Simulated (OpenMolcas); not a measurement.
Co II: Racah parameters, worked from levels

| Quantity | Value |
| --- | --- |
| Program | OpenMolcas 26.06 |
| Basis | ANO-R3 [8s5p5d3f2g1h] |
| Scalar Hamiltonian | X2C, finite nucleus |
| Active space | 8 electrons in 5 orbitals (3d) |
| State averaging | 2S+1 = 3 even, 10 roots; 2S+1 = 1 even, 15 roots |
| Spin-orbit coupling | RASSI with atomic mean-field integrals over the reference wave functions, term energies averaged over their components |

Methods: CASSCF; SS-CASPT2, IPEA 0.25 Eh, imaginary shift 0.1 Eh (closed shells correlated: 3s 3p).

**Racah parameters.** Above ³F, d8 has ³P at 15B, ¹G at 12B + 2C and ¹D at 5B + 2C. The first two fix B and C, and the third tests them; where it misses by thousands of cm-1, two parameters do not describe the configuration (Trees and configuration-interaction terms are left out) and B and C hang on the terms chosen. Term energies are centres of gravity, weighted by 2J + 1.

```tsv
Source	³P	¹G	B	C	C/B	¹D from B, C	¹D found
CASSCF	17055	21796	1137	4076	3.58	13837	13789
SS-CASPT2	12899	17807	860	3744	4.35	11788	9462
```

Energies in cm-1. From CASSCF to SS-CASPT2, B changes by -24.4 % and C by -8.1 %.

CASPT2 breaks the degeneracy within a term, and the mean is taken; among the terms shown or strongly mixed into the levels shown the widest spread is 1000 cm-1 (3d⁸ ¹G, SS-CASPT2). Without dynamic correlation excited terms often stand tens of per cent too high (terms of higher spin than the ground term too low), and those without a measured partner can miss by more than the paired ones (holds for CASSCF). Only configurations of the active space appear.
